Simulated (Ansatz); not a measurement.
Computed with Ansatz on PBE0-D4/def2-TZVP structures; ΔE is electronic, products minus reactants. CCSD(T)/CBS adds triple-zeta CCSD(T) − MP2 to the extrapolated MP2 energy (def2 sets, frozen cores). This one scheme is used for every species. DFT in def2-TZVPP. B3LYP here is the variant with VWN-RPA as its local correlation; programs differ in this. For Sc outer-core shells are correlated without core-valence functions, which leaves a few kJ/mol of doubt a bond. Scalar relativity is left out up to krypton. One conformer a species, not always the lowest.

`[OH][Sc]([Cl])[O][SiH3]` + CH₃SH → `CS[SiH3]` + `[OH][Sc]([OH])[Cl]`  (ligand exchange at the Si–O bond)

Problem. Is it downhill or uphill in electronic energy at CCSD(T)/CBS, and by how much? (Estimate.)

Solution. Computed: Uphill: ΔE = +56.2 kJ/mol.

Problem. What do these levels give: BLYP-D4, B3LYP-D4, B2PLYP, PBE, r2SCAN, r2SCAN0, CAM-B3LYP, HF/def2-SVP, CCSD/def2-SVP, MP2/def2-QZVPP, MP2/CBS(def2), CCSD/CBS(def2)? (Best estimate.)

Solution. The calculation gave: BLYP-D4 51.7, B3LYP-D4 55.4, B2PLYP 58.9, PBE 40.9, r2SCAN 50.5, r2SCAN0 52.3, CAM-B3LYP 61.4, HF/def2-SVP 74.6, CCSD/def2-SVP 65.9, MP2/def2-QZVPP 54.8, MP2/CBS(def2) 52.9, CCSD/CBS(def2) 59.5 kJ/mol.

Largest T1 diagnostic among the species: 0.015.

The D4 term adds −3.3 kJ/mol with B3LYP and −1.5 kJ/mol with PBE0; it sums over pairs of atoms, weighted by their polarisabilities, and B3LYP, whose exchange is more repulsive, gets the larger term. At CCSD(T), def2-SVP lies +7.9 kJ/mol from the extrapolated value and def2-TZVPP +2.5 kJ/mol. In def2-TZVPP, CCSD(T) changes the Hartree–Fock value by −18.0 kJ/mol (the triples alone add −3.3 kJ/mol) and MP2 by −21.4 kJ/mol.
